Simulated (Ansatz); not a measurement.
Abridged output of a molecular run in Ansatz:

```
Functional definition: HF
1107 factors; integrals over basis functions are off by at most 1.3e-3 eV
mean field evaluation 1: about -13277.3268 eV, gradient 5.3e1 eV
mean field evaluation 2: about -13277.4839 eV, gradient 5.3e1 eV
mean field evaluation 4: about -13283.1234 eV, gradient 5.1e0 eV
mean field evaluation 8: about -13283.2236 eV, gradient 5.3e-1 eV
mean field evaluation 16: about -13283.2257 eV, gradient 2.0e-6 eV
mean field -13283.22569634 eV, -488.1495406467 hartree, gradient 2.0e-6 eV, S^2 0.000000; 0 other end points of the search recorded, 0 dependent functions left out
7 core orbitals not correlated: weight in the atoms' cores, before any rotation towards them, 1.000 or more for the frozen orbitals, at most 0.000 for the correlated occupied ones
reference -13283.22569634 eV, -488.1495406467 hartree; 21, 21 occupied and 85, 85 virtual orbitals, 1107 factors
second order -30.54457547 eV of doubles, -0.00000000 eV of singles
cycle   1  -30.53832189 eV  change    6.3e-3 eV  update   1.2e-1
cycle   2  -31.23274871 eV  change   -6.9e-1 eV  update   3.6e-2
cycle   3  -31.42077208 eV  change   -1.9e-1 eV  update   1.9e-2
cycle   4  -31.40982957 eV  change    1.1e-2 eV  update   4.1e-3
cycle   5  -31.40803676 eV  change    1.8e-3 eV  update   1.7e-3
cycle   6  -31.40892657 eV  change   -8.9e-4 eV  update   5.2e-4
cycle   7  -31.40871762 eV  change    2.1e-4 eV  update   1.9e-4
cycle   8  -31.40857141 eV  change    1.5e-4 eV  update   7.6e-5
cycle   9  -31.40858879 eV  change   -1.7e-5 eV  update   3.8e-5
perturbative correction -0.78037618 eV, -0.0286782957 hartree
Total energy: -13315.41466131 eV, -489.3324632910 hartree
```

Its atoms:

Z-matrix (Å, degrees):
```
C
C 1 1.511
C 1 1.505 2 113.1
H 1 1.090 2 109.8 3 -123.0
H 1 1.095 2 108.2 3 118.8
O 2 1.197 1 122.7 3 144.5
H 2 1.108 1 115.9 3 -37.1
F 3 1.341 1 111.5 2 60.5
F 3 1.336 1 111.4 2 -179.4
F 3 1.339 1 111.5 2 -59.2
```

Q: Which basis set was used?
A. def2-SVP
B. cc-pV(T+d)Z
C. def2-QZVPP
D. def2-SVPD

A: A. It gives 113 functions.

Q: Write the keys of the input that set method, charge and spin (a neutral closed shell needs none for the last two).

A: 
```yaml
correlation: {method: ccsd_t}
```
